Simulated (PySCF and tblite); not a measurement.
Values are calculated unless marked as measured or tabulated.
Barrier and rate of a pyramidal inversion

System: C₇H₁₁N, numbered as in [CH2:1]=[CH:2][N:3]1[CH2:4][C@@H:5]1[CH:6]1[CH2:7][CH2:8]1.

Motion: pyramidal inversion at N3. The path came from a restrained scan, a climbing-image band and a saddle search at GFN2-xTB; energies are PBE0/pcSseg-1 + D3(BJ)//GFN2-xTB, thermal terms GFN2-xTB. Rates follow Eyring's equation with the number of equivalent paths and no tunnelling. Programs: tblite and PySCF.

```csv
point,symmetry,E(GFN2) kcal/mol,E(DFT) kcal/mol,ZPE change kcal/mol,lowest mode cm⁻¹,dipole D
start,C1,0.0,0.0,0.00,48,1.42
saddle,C1,5.8,8.5,-0.57,219i,1.98
end,C1,-0.4,0.5,0.12,46,1.70
```

```json
{
 "Electronic barrier": "8.5 kcal/mol",
 "Barrier with zero-point energy": "7.9 kcal/mol",
 "ΔH‡ (298 K)": "7.6 kcal/mol",
 "ΔS‡ (298 K, symmetry apart)": "-1.5 cal/(mol K)",
 "Paths": "1 equivalent path",
 "End point": "a different minimum",
 "Mean lifetime of the start against this motion at 298 K": "140 ns",
 "Cost": "3.4 min on 1 thread of AMD EPYC (shared host) (rough), peak memory 0.88 GiB, launched as `OMP_NUM_THREADS=1 python ens_run.py task.json out`"
}
```

| T/K | ΔG‡ kcal/mol | k s⁻¹ | ΔG kcal/mol | k back s⁻¹ |
| --- | --- | --- | --- | --- |
| 150 | 8.0 | 7.9 | 0.6 | 67 |
| 200 | 8.0 | 7640 | 0.7 | 3.9×10⁴ |
| 250 | 8.0 | 4.9×10⁵ | 0.7 | 1.9×10⁶ |
| 298 | 8.1 | 7.3×10⁶ | 0.7 | 2.3×10⁷ |
| 350 | 8.2 | 5.9×10⁷ | 0.7 | 1.6×10⁸ |
| 400 | 8.2 | 2.7×10⁸ | 0.7 | 6.7×10⁸ |
| 500 | 8.4 | 2.3×10⁹ | 0.8 | 4.8×10⁹ |

ΔG and ΔG‡ leave out symmetry numbers and mirror images; rates count paths: 1 out, 1 back.
